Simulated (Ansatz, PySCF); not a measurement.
System: BI, charge 0, multiplicity 1. 
Coordinates optimised at B3LYP-D3(BJ)/def2-TZVP (Ansatz, an electronic-structure program):
```xyz
2

B      0.0000     0.0000    -1.9574
I      0.0000     0.0000     0.1847
```
Charge 0, spin multiplicity 1.

Property: atomisation energy (electronic, to ground-state atoms), in kcal/mol. Correlated levels leave the core frozen unless marked. UHF or UKS for open shells. No spin-orbit coupling. The frozen core is the preceding noble-gas configuration, with the filled d and f shells of earlier blocks. In def2 rows, elements after Kr have scalar-relativistic effective core potentials. The coupled-cluster limit lacks core correlation, which all-electron functionals hold. CBS(X,Y): correlation extrapolated as X^-3; Hartree-Fock from the larger set.

| level | program | atomisation energy (kcal/mol) |
|---|---|---|
| HF/def2-TZVPPD | Ansatz | 51.2 |
| HF-D4/def2-TZVPD | PySCF + dftd4 | 54.2 |
| SVWN5/def2-TZVPD | Ansatz | 106.0 |
| BLYP/def2-TZVPD | Ansatz | 85.5 |
| r2SCAN-D3(BJ)/def2-TZVPD | Ansatz + dftd3 | 87.6 |
| PBE0/def2-TZVP | Ansatz | 86.7 |
| BHLYP-D3(BJ)/def2-TZVPD | Ansatz + dftd3 | 78.0 |

What does CCSD(T)/CBS(def2-TZVPPD,def2-QZVPPD) (Ansatz) give?

85.3 kcal/mol
